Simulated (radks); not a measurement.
Results of a calculation; reference values are marked as such.
Dynamic dipole polarisability and lines of the arsenic ion As22+, [Ne] 3s1. Level of theory: scalar-relativistic Kohn-Sham, LDA (Slater exchange, VWN5 correlation), spin-polarised, spherical densities, finite nucleus; open shells are filled with parallel spins first; Fermi nuclear charge, rms radius of each element as measured or else 0.836 A^(1/3) + 0.57 fm (a radial shooting solver on a logarithmic mesh with Libxc functionals). Time-dependent linear response with the Hartree and adiabatic LDA kernel, continuum included through the Sternheimer equations, no spin-orbit coupling, so fine structure and intercombination lines are absent. Lines are the poles of the dipole polarisability below minus the highest occupied eigenvalue, found on a grid refined at the orbital gaps; the lowest seven at most are given, and weak or close lines can be missed. The first line takes the name of the lowest orbital gap if no other gap lies below it; otherwise a line is named after a gap within 0.6 % of it, if that gap stands alone.

| photon energy (eV) | alpha (bohr^3) |
|---|---|
| 0 | 0.07127 |
| 15.419 | 0.07667 |
| 77.095 | -0.07846 |
| 138.77 | -0.01055 |
| 200.45 | -0.002612 |
| 262.12 | 0.0002684 |
| 323.80 | 0.001972 |
| 385.48 | 0.003871 |
| 447.15 | 0.01323 |
| 508.83 | -0.003100 |
| 570.51 | 0.0004982 |
| 632.18 | 0.004112 |
| 693.86 | 0.0008348 |
| 755.53 | 0.0004544 |
| 817.21 | 0.001710 |
| 878.89 | 0.002126 |

Lines (eV, oscillator strength): 56.910 (21.79 nm, 3s-3p), f = 0.298; 466.15 (2.660 nm, 3s-4p), f = 0.278; 646.71 (1.917 nm, 3s-5p), f = 0.0796; 740.08 (1.675 nm, 3s-6p), f = 0.0355; 794.83 (1.560 nm, 3s-7p), f = 0.0193; 829.73 (1.494 nm, 3s-8p), f = 0.0118; 853.34 (1.453 nm, unassigned), f = 0.00782. Higher lines, where found, are left out when the end of the mesh affects them. Those listed give 97 % of the static polarisability (sum of f/w^2). Orbital energy gaps for comparison: 3s-3p 53.566 eV; 3s-4p 467.80 eV; 3s-5p 647.25 eV; 3s-6p 740.30 eV; 3s-7p 794.94 eV.
